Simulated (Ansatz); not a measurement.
Total energies of `F[SiH2]O[SiH3]`.

```csv
atom,x (Å),y (Å),z (Å)
F1,-1.884,0.293,-1.536
Si2,-0.323,0.590,-1.412
O3,0.305,-0.303,-0.220
Si4,0.413,-0.628,1.384
H5,0.313,0.195,-2.685
H6,-0.178,2.032,-1.111
H7,1.765,-1.172,1.654
H8,-0.618,-1.626,1.758
H9,0.207,0.618,2.167
```

Charge 0, multiplicity 1. The structure was optimised at the PBE0-D4/def2-TZVP level. It is one conformer, not always the lowest. Basis def2-TZVPP, Ansatz.

RPA on PBE orbitals: Hartree–Fock energy of these orbitals -755.29084 Eh, correlation -1.21112 Eh (frozen core).

```csv
functional,energy without D4 (Eh),D4 term (kJ/mol)
LDA (SPW92),-753.76732,–
PBE,-756.81261,-16.4
revPBE,-757.11016,-48.7
BLYP,-757.27314,-36.0
r2SCAN,-757.17411,-4.0
B97M-V,-757.09860,–
PBE0,-756.87763,-13.9
B3LYP,-757.35658,-26.5
r2SCANh,-757.16189,-4.2
r2SCAN0,-757.14461,-4.7
HSE06 (plane-wave form),-756.85659,-13.0
BHLYP,-757.24437,-20.9
CAM-B3LYP,-757.27994,-14.2
LC-ωPBE,-757.02848,–
ωB97X-V,-757.15678,–
ωB97M-V,-757.21001,–
B2PLYP,-756.96815,–
PBE-QIDH,-756.69565,–
```

B3LYP takes the VWN-RPA correlation (the form of Gaussian; ORCA's B3LYP/G). HSE06 is the plane-wave form, built on full-range PBE exchange. The double hybrids freeze the cores in their second-order part.

LC-ωPBE has ω = 0.4 bohr⁻¹.
